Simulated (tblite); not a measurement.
Compound: C₄H₉OSi (doublet state).
SMILES with atom numbers: `[CH3:1]/[CH:2]=[CH:3]/[CH2:4][O:5][SiH2:6]` (hydrogens: H7, H8, H9 on C1; H10 on C2; H11 on C3; H12, H13 on C4; H14, H15 on Si6)

Cartesian coordinates in Å at the GFN2-xTB level; atoms count from 1:
```xyz
15
C4H9OSi angstrom
C      2.8396    0.4621   -0.1446
C      1.4468    0.3444    0.3750
C      0.4863   -0.3644   -0.1971
C     -0.9087   -0.4670    0.3194
O     -1.8092    0.0036   -0.6700
Si    -3.4185    0.1005   -0.6031
H      2.9580   -0.0893   -1.0737
H      3.5492    0.0769    0.5877
H      3.0854    1.5089   -0.3209
H      1.2458    0.8767    1.2966
H      0.6661   -0.8930   -1.1231
H     -1.1556   -1.5129    0.5465
H     -1.0294    0.1231    1.2350
H     -3.8957    1.0398    0.4045
H     -4.0644   -1.2015   -0.4815
```

Calculated harmonic vibrations of the isolated species, GFN2-xTB (tblite), most abundant isotopes, no scaling. Against measured fundamentals such values can be off by several per cent, at times by over 20. Modes of hydrogen on silicon can be 10 to 20 % off. One conformer, not necessarily the lowest. Open shells enter through the occupations alone, without spin polarisation, and single modes of such species can be off by tens of per cent.

Harmonic wavenumbers (cm⁻¹): 25.5, 59.0, 118.4, 166.0, 173.9, 217.2, 271.4, 358.1, 499.3, 569.9, 621.4, 715.4, 790.5, 841.9, 923.5, 968.4, 996.5, 1014.0, 1040.1, 1121.5, 1131.0, 1199.0, 1266.5, 1289.0, 1330.3, 1400.9, 1468.9, 1476.2, 1483.6, 1729.5, 2272.5, 2300.2, 2875.4, 2915.6, 2996.6, 3012.2, 3041.4, 3052.5, 3073.7.

A = 15288, B = 928.0, C = 921.5 MHz; mass 101.042 u (most abundant isotopes); point group C1, symmetry number 1; spin multiplicity 2.

Task: What is the zero-point energy?

Result: ½Σν̃ = 25403 cm⁻¹ = 303.89 kJ/mol.

Task: Give the ideal-gas entropy at 298.15 K and 1 bar in the rigid-rotor, harmonic-oscillator model (classical rotation).

Result: Translation 166.42, rotation 115.48, vibration 110.44, spin (R ln 2) 5.76: S = 398.1 J/(mol K).

Task: And Cp and H(298.15 K) − H(0)?

Result: Cp = 132.27 J/(mol K), of which vibrations give 99.01 (their classical limit is 39 R = 324.3); H(298.15 K) − H(0) = 25.90 kJ/mol without the zero-point energy, 15.98 from vibrations.

Task: How do the functions run with temperature in this model?

Result: 
| T (K) | S (J/(mol K)) | Cp (J/(mol K)) | H − H(0) (kJ/mol) | G − H(0) (kJ/mol) | ln q(vib) |
| --- | --- | --- | --- | --- | --- |
| 150 | 324.1 | 89.2 | 9.57 | -39.04 | 3.45 |
| 250 | 376.1 | 117.6 | 19.89 | -74.15 | 5.78 |
| 400 | 441.3 | 162.5 | 40.93 | -135.57 | 8.99 |
| 600 | 516.8 | 210.6 | 78.52 | -231.56 | 13.02 |
| 900 | 612.0 | 258.4 | 149.46 | -401.36 | 18.62 |

q(vib) and H(0) count from the zero-point level.

Task: What must be added to the electronic energy to get the Gibbs energy at 298.15 K and 1 bar?

Result: ZPE + [H(298.15 K) − H(0)] − T·S = 303.89 + 25.90 − 118.69 = 211.10 kJ/mol.

Task: Blend soft modes into free rotors: weight 1/[1 + (100 cm⁻¹/ν̃)⁴] for the oscillator and the rest for a rotor with moment μB/(μ + B), μ = h/(8π²ν), B = 10⁻⁴⁴ kg m². What vibrational entropy results?

Result: 97.55 J/(mol K) in place of 110.44, which changes −T·S at 298.15 K by +3.84 kJ/mol.

Hindered rotation and anharmonicity are outside this model. Other conformers, if any are populated, would add a mixing term that is left out. The structure is chiral; the term R ln 2 for an equal mix with its mirror image is left out.
